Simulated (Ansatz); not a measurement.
Reaction (ligand exchange at a B–N bond): `C=NBC` + `O[SiH2]F` → `CBO[SiH2]F` + `C=N`

Program: Ansatz. Geometries: PBE0-D4/def2-TZVP. ΔE: electronic, gas phase. CCSD(T)/CBS is the MP2 limit (def2-TZVPP, def2-QZVPP) plus CCSD(T) − MP2 in def2-TZVPP, frozen cores. This one scheme is used for every species. DFT in def2-TZVPP. One conformer a species, not always the lowest.

```json
{"level": "PBE-D4", "ΔE (kcal/mol)": "-1.3"}
{"level": "r2SCAN-D4", "ΔE (kcal/mol)": "-3.5"}
{"level": "ωB97X-V", "ΔE (kcal/mol)": "-6.9"}
{"level": "PBE", "ΔE (kcal/mol)": "-1.2"}
{"level": "r2SCAN", "ΔE (kcal/mol)": "-3.4"}
{"level": "MP2/def2-TZVPP", "ΔE (kcal/mol)": "-6.5"}
{"level": "SCS-MP2/def2-TZVPP", "ΔE (kcal/mol)": "-7.8"}
{"level": "HF/CBS(def2)", "ΔE (kcal/mol)": "-11.9"}
```

(1) What does CCSD(T)/CBS give? (Best estimate.)

Largest T1 diagnostic among the species: 0.014.

Results:

(1) Computed: -6.9 kcal/mol. The listed levels differ from it by 5.6, 3.4, 0.0, 5.7, 3.5, 0.4, -0.9, -5.0 kcal/mol.

From PBE to PBE0 (25 % exact exchange), in def2-TZVPP and without D4, ΔE moves by −2.3 kcal/mol. In def2-TZVPP, CCSD(T) changes the Hartree–Fock value by +4.2 kcal/mol (the triples alone add +0.7 kcal/mol) and MP2 by +5.1 kcal/mol.
